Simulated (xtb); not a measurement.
CN, doublet, from a rough starting geometry; GFN2-xTB (xtb).

Input for xtb:
```
$ xtb mol.xyz --gfn 2 --uhf 1 --opt vtight --json

# file mol.xyz
2

C     -0.01331058     0.03238933    -0.55778608
N      0.01537250    -0.02337034     0.58175084
```

Q: Predict the main parts of the log of this xtb run.

A: 
```
   ID    Z sym.   atoms
    1    6 C      1
    2    7 N      2

           -------------------------------------------------
          |                Calculation Setup                |
           -------------------------------------------------

           -------------------------------------------------
          |                 G F N 2 - x T B                 |
           -------------------------------------------------

          ...................................................
          :                      SETUP                      :
          :.................................................:
          :  # basis functions                   8          :
          :  # atomic orbitals                   8          :
          :  # shells                            4          :
          :  # electrons                         9          :
          :  max. iterations                   250          :
          :  Hamiltonian                  GFN2-xTB          :
          :  restarted?                      false          :
          :  GBSA solvation                  false          :
          :  PC potential                    false          :
          :  electronic temp.          300.0000000     K    :
          :  accuracy                    1.0000000          :
          :  -> integral cutoff          0.2500000E+02      :
          :  -> integral neglect         0.1000000E-07      :
          :  -> SCF convergence          0.1000000E-05 Eh   :
          :  -> wf. convergence          0.1000000E-03 e    :
          :  Broyden damping             0.4000000          :
          :  net charge                          0          :
          :  unpaired electrons                  1          :
          ...................................................

 iter      E             dE          RMSdq      gap      omega  full diag
   1     -4.9047169 -0.490472E+01  0.118E+01    4.96       0.0  T
   2     -4.8297192  0.749977E-01  0.106E+01    4.67       1.0  T
   3     -4.9923321 -0.162613E+00  0.514E+00    4.72       1.0  T
   4     -4.9987049 -0.637282E-02  0.108E+00    4.58       1.0  T
   5     -5.0002739 -0.156903E-02  0.608E-01    4.61       1.0  T
   6     -5.0003327 -0.588008E-04  0.208E-01    4.64       1.0  T
   7     -5.0004193 -0.866226E-04  0.312E-02    4.64       2.3  T
   8     -5.0004210 -0.162390E-05  0.726E-03    4.64       9.7  T
   9     -5.0004211 -0.101388E-06  0.311E-03    4.64      22.7  T
  10     -5.0004211 -0.236643E-07  0.772E-05    4.64     916.0  T
  11     -5.0004211  0.360130E-10  0.126E-04    4.64     560.8  T

   *** convergence criteria satisfied after 11 iterations ***

         :::::::::::::::::::::::::::::::::::::::::::::::::::::
         ::                     SUMMARY                     ::
         :::::::::::::::::::::::::::::::::::::::::::::::::::::
         :: total energy              -4.895899776774 Eh    ::
         :: gradient norm              0.019920801468 Eh/a0 ::
         :: HOMO-LUMO gap              4.641387052948 eV    ::
         ::.................................................::
         :: SCC energy                -5.000421075423 Eh    ::
         :: -> isotropic ES           -0.001320679907 Eh    ::
         :: -> anisotropic ES          0.001404609105 Eh    ::
         :: -> anisotropic XC          0.011745035426 Eh    ::
         :: -> dispersion             -0.000304263756 Eh    ::
         :: repulsion energy           0.104521298649 Eh    ::
         :: add. restraining           0.000000000000 Eh    ::
         :: total charge              -0.000000000000 e     ::
         :::::::::::::::::::::::::::::::::::::::::::::::::::::

      -----------------------------------------------------------
     |                   =====================                   |
     |                        A N C O P T                        |
     |                   =====================                   |
[...]
 * total energy  :    -4.8958998 Eh     change       -0.3987211E-10 Eh
 * total energy  :    -4.8959697 Eh     change       -0.6987690E-04 Eh
 * total energy  :    -4.8959738 Eh     change       -0.4166176E-05 Eh
 * total energy  :    -4.8959738 Eh     change       -0.1213215E-08 Eh
   *** GEOMETRY OPTIMIZATION CONVERGED AFTER 4 ITERATIONS ***
[...]

   *** convergence criteria satisfied after 3 iterations ***

         :::::::::::::::::::::::::::::::::::::::::::::::::::::
         ::                     SUMMARY                     ::
         :::::::::::::::::::::::::::::::::::::::::::::::::::::
         :: total energy              -4.895973821111 Eh    ::
         :: gradient norm              0.000046451987 Eh/a0 ::
         :: HOMO-LUMO gap              4.682198990627 eV    ::
         ::.................................................::
         :: SCC energy                -5.004569217526 Eh    ::
         :: -> isotropic ES           -0.001259523276 Eh    ::
         :: -> anisotropic ES          0.001392526856 Eh    ::
         :: -> anisotropic XC          0.011745218905 Eh    ::
         :: -> dispersion             -0.000304267238 Eh    ::
         :: repulsion energy           0.108595396415 Eh    ::
         :: add. restraining           0.000000000000 Eh    ::
         :: total charge               0.000000000000 e     ::
         :::::::::::::::::::::::::::::::::::::::::::::::::::::

           -------------------------------------------------
          |                Property Printout                |
           -------------------------------------------------

    * Orbital Energies and Occupations

         #    Occupation            Energy/Eh            Energy/eV
      -------------------------------------------------------------
         1        2.0000           -0.6934276             -18.8691
         2        2.0000           -0.5554464             -15.1145
         3        2.0000           -0.5341905             -14.5361
         4        2.0000           -0.5341905             -14.5361
         5        1.0000           -0.4286787             -11.6649 (HOMO)
         6                         -0.2566110              -6.9827 (LUMO)
         7                         -0.2566110              -6.9827
         8                          0.8940400              24.3281
      -------------------------------------------------------------
                  HL-Gap            0.1720676 Eh            4.6822 eV
             Fermi-level           -0.4120397 Eh          -11.2122 eV

     #   Z          covCN         q      C6AA      α(0)
     1   6 C        0.910     0.039    34.291     9.800
     2   7 N        0.910    -0.039    22.003     6.784

 Mol. C6AA /au·bohr⁶  :        110.757174
 Mol. C8AA /au·bohr⁸  :       2852.865315
 Mol. α(0) /au        :         16.584242

Wiberg/Mayer (AO) data.
largest (>0.10) Wiberg bond orders for each atom

 ---------------------------------------------------------------------------
     #   Z sym  total        # sym  WBO       # sym  WBO       # sym  WBO
 ---------------------------------------------------------------------------
     1   6 C    3.229 --     2 N    3.229
     2   7 N    3.229 --     1 C    3.229
 ---------------------------------------------------------------------------

Topologies differ in total number of bonds
Writing topology from bond orders to xtbtopo.mol

molecular dipole:
                 x           y           z       tot (Debye)
 q only:       -0.002       0.004      -0.084
   full:       -0.006       0.012      -0.235       0.599
molecular quadrupole (traceless):
                xx          xy          yy          xz          yz          zz
 q only:        0.002      -0.000       0.002      -0.000      -0.001      -0.004
  q+dip:       -0.558      -0.002      -0.554       0.042      -0.085       1.112
   full:        0.140       0.000       0.140      -0.011       0.017      -0.280

optimized geometry written to: xtbopt.xyz

           -------------------------------------------------
          | TOTAL ENERGY               -4.895973821111 Eh   |
          | GRADIENT NORM               0.000046451987 Eh/α |
          | HOMO-LUMO GAP               4.682198990627 eV   |
           -------------------------------------------------

normal termination of xtb
```
